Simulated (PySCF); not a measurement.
Ge(I)(OH)3, SMILES [OH][Ge]([OH])([OH])[I] (CAM-B3LYP/def2-SVP optimised geometry):

```
8

O     -1.566     0.551     0.000
Ge    -0.953    -1.084     0.000
O     -1.565    -1.901    -1.417
O     -1.567    -1.901     1.416
I      1.566    -1.084     0.000
H     -1.280     1.084     0.752
H     -1.259    -1.530    -2.254
H     -1.270    -2.816     1.509
```

Computed with CAM-B3LYP/def2-TZVP, def2 effective core potentials past Kr in PySCF 2.14.0.

Question: What are the frontier orbital energies and the dipole moment?

Answer: HOMO-2 -10.25 eV, HOMO-1 -9.26 eV, HOMO -9.26 eV, LUMO -0.28 eV, LUMO+1 1.51 eV; dipole moment 1.25 D.

On the same geometry PBE/def2-TZVP, def2 effective core potentials past Kr run with PySCF gives HOMO-2 -7.54 eV, HOMO-1 -6.75 eV, HOMO -6.75 eV, LUMO -2.13 eV, LUMO+1 -0.18 eV; dipole moment 0.93 D.
